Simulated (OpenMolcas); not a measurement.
A calculation on Sr.

| Property | Result |
| --- | --- |
| Program | OpenMolcas |
| Method | CASSCF |
| Basis | ANO-RCC-VQZP [8s7p4d2f1g] |
| Scalar Hamiltonian | DKH2, point nucleus |
| Active space | 2 electrons in 4 orbitals (5s 5p) |
| State averaging | 2S+1 = 3 even, 3 roots; 2S+1 = 1 even, 6 roots; 2S+1 = 3 odd, 3 roots; 2S+1 = 1 odd, 3 roots |
| Spin-orbit coupling | RASSI with atomic mean-field integrals over the reference wave functions, term energies averaged over their components |

(1) Which level of the active space comes out lowest?

(2) How high does 5s 5p 3P* 0 lie?

(3) How high does 5p2 3P2 lie?

(4) How high does 5p2 3P0 lie?

Measured values: NIST Handbook of Basic Atomic Spectroscopic Data.

Answers

(1) 5s2 1S0, with 100 % of that term; it is also the measured ground level.

(2) 12241 cm-1 above the lowest level; measured 14318 cm-1 above the ground level, so the calculation is off by -15 %.

(3) 35515 cm-1 above the lowest level; measured 35675 cm-1 above the ground level, so the calculation is off by 0 %.

(4) 35152 cm-1 above the lowest level; measured 35193 cm-1 above the ground level, so the calculation is off by 0 %.

Without dynamic correlation excited terms often stand tens of per cent too high (terms of higher spin than the ground term too low), and those without a measured partner can miss by more than the paired ones. The ¹D term of p² mixes with s d, which this space lacks. Measured partners are found by configuration, term and J. A level has none where our copy of the source lacks it or the pairing is in doubt (some pairs that miss far off the trend of their configuration count as doubtful), and it then counts in no deviation. Only configurations of the active space appear.

* marks odd parity.
